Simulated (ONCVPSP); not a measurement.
## osmium ONCV: all-electron and pseudo phase curves

Os (Z = 76), optimised norm-conserving Vanderbilt (ONCV), made with ONCVPSP 4.0.1 (PBEsol, scalar-relativistic). Core [Kr] 4d10 4f14, reference 5s2 5p6 5d7 6s1. Waves: 5s+6s: rc 1.65 bohr, ncon 4, nbas 7, qcut 7.5 1/bohr, 2 projectors; 5p: rc 1.60 bohr, ncon 4, nbas 8, qcut 8.9 1/bohr, 2 projectors, debl 3 Ha; 5d: rc 2.35 bohr, ncon 4, nbas 8, qcut 5.1 1/bohr, 2 projectors, debl 3 Ha. Local part: polynomial inside 1.20 bohr (lpopt 5, dvloc0 -1 Ha). Core correction: Teter function, parameters optimised by the program.

The phase is arctan(r·R′/R) of the radial function R(r), unwrapped; energies in Ha, scanned from -5 to 5 Ha. A pole is an energy at which the radial function vanishes at the test radius. The pseudo phase is shifted by a multiple of π to meet the all-electron one at the reference energy, and phase errors are pseudo minus all-electron; the curves can meet again beyond the range given. Levels narrower than the energy grid can be missing from the lists of poles.

```csv
channel,radius (bohr),reference energy (Ha),"poles, all-electron","poles, pseudo",unbroken range about the reference energy with phases within 0.05 rad,phase error 1 Ha above the reference energy (rad)
s,1.68,-0.20,-2.89,-2.89,the whole range,-0.001
p,1.63,-1.79,-0.88,-0.88,the whole range,-0.000
d,2.39,-0.17,"0.20, 4.19","0.21, 4.22",the whole range,+0.003
```

Phases in the p channel:

| E (Ha) | all-electron | pseudo |
| --- | --- | --- |
| -4.96 | 1.242 | 1.242 |
| -4.48 | 1.195 | 1.194 |
| -4.00 | 1.122 | 1.122 |
| -3.52 | 0.992 | 0.992 |
| -3.04 | 0.697 | 0.697 |
| -2.56 | -0.120 | -0.121 |
| -2.08 | -1.026 | -1.026 |
| -1.60 | -1.369 | -1.369 |
| -1.12 | -1.520 | -1.520 |
| -0.64 | -1.612 | -1.612 |
| -0.16 | -1.682 | -1.682 |
| 0.32 | -1.746 | -1.746 |
| 0.80 | -1.814 | -1.814 |
| 1.28 | -1.899 | -1.899 |
| 1.76 | -2.022 | -2.022 |
| 2.24 | -2.228 | -2.228 |
| 2.72 | -2.625 | -2.627 |
| 3.20 | -3.299 | -3.304 |
| 3.68 | -3.882 | -3.888 |
| 4.16 | -4.187 | -4.192 |
| 4.64 | -4.348 | -4.353 |
